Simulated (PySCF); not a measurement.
## Telling isomers of C$_{6}$H$_{11}$N$_{2}$P apart by NMR

- PBE0/pcSseg-1 with gauge-including orbitals
- geometry from GFN2-xTB
- program: PySCF
- gas phase, single conformer, equivalent nuclei averaged, non-relativistic Hamiltonian

Shifts are taken against calculated references (same method and geometry level): TMS for 1H (σ = 31.72 ppm), 13C (σ = 186.93 ppm). Splittings of carbon signals by F and P are missing where no couplings were computed. Where no couplings were computed, multiplicities follow the n + 1 count of equivalent neighbours, and m marks all less simple cases (inequivalent or close neighbours, rings, F or P nearby). Shifts are as computed. Against solution values, carbons near 30 ppm lie about +3 ppm off and those near 130 ppm about +5 ppm. Of 1211 compounds with measured shifts, 218 miss one by over three times the rms of a fit or turn the order of signals round; such compounds aren't used in these exercises. OH and NH positions are gas-phase values without hydrogen bonding to other molecules.

(1) Tabulate the signals of `Cc1nn(C(C)C)cp1`, `CN(C)c1cn(C)cp1`, `CN=P1(NC)C=CC=C1` and their relative energies.

(2) What is the quickest way to tell Cc1nn(C(C)C)cp1 from CN=P1(NC)C=CC=C1?

(3) What is the quickest way to tell CN(C)c1cn(C)cp1 from CN=P1(NC)C=CC=C1?

(4) What is the quickest way to tell Cc1nn(C(C)C)cp1 from CN(C)c1cn(C)cp1?

Answers

(1) 
```tsv
SMILES	carbon types	δC	δH	E rel. (kcal/mol)
Cc1nn(C(C)C)cp1	1×C 2×CH 3×CH3	182.7, 164.7, 60.2, 25.5, 21.4	8.45 (m, 1H), 4.18 (sept, 1H), 2.87 (m, 3H), 1.60 (d, 6H)	0.0
CN(C)c1cn(C)cp1	1×C 2×CH 3×CH3	172.5, 153.5, 113.2, 43.9, 40.6	7.48 (m, 1H), 6.53 (m, 1H), 3.81 (s, 3H), 2.84 (s, 6H)	11.8
CN=P1(NC)C=CC=C1	4×CH 2×CH3	145.4, 138.4, 32.9, 24.5	6.74 (m, 2H), 5.98 (m, 2H), 3.11 (m, 3H), 3.05 (m, 3H), 0.65 (br s, 1H)	43.7
```

Energies are electronic energies at PBE0/pcSseg-1 on these geometries, without zero-point or thermal terms, each for the one conformer computed, which needn't be the lowest.

(2) Count the carbon signals: 5 against 4. The first has a substituted aromatic carbon next to a ring nitrogen (C) at 182.7 ppm, the second an alkene CH at 138.4 ppm. Their most deshielded carbons lie at 182.7 and 145.4 ppm. In the proton spectra the most deshielded non-exchanging signals are 8.45 (m, 1H) and 6.74 (m, 2H).

(3) Count the carbon signals: 5 against 4. The first has an aromatic carbon bearing nitrogen (C) at 172.5 ppm, the second a methyl carbon bonded to N (CH3) at 24.5 ppm. Their most deshielded carbons lie at 172.5 and 145.4 ppm. In the proton spectra the most deshielded non-exchanging signals are 7.48 (m, 1H) and 6.74 (m, 2H).

(4) Both give the same number of carbon signals, with the same numbers of each carbon type, so the positions decide. The first has an sp3 CH bonded to N at 60.2 ppm, the second an aromatic CH next to a ring nitrogen at 113.2 ppm. Their most deshielded carbons lie at 182.7 and 172.5 ppm. In the proton spectra the most deshielded non-exchanging signals are 8.45 (m, 1H) and 7.48 (m, 1H).
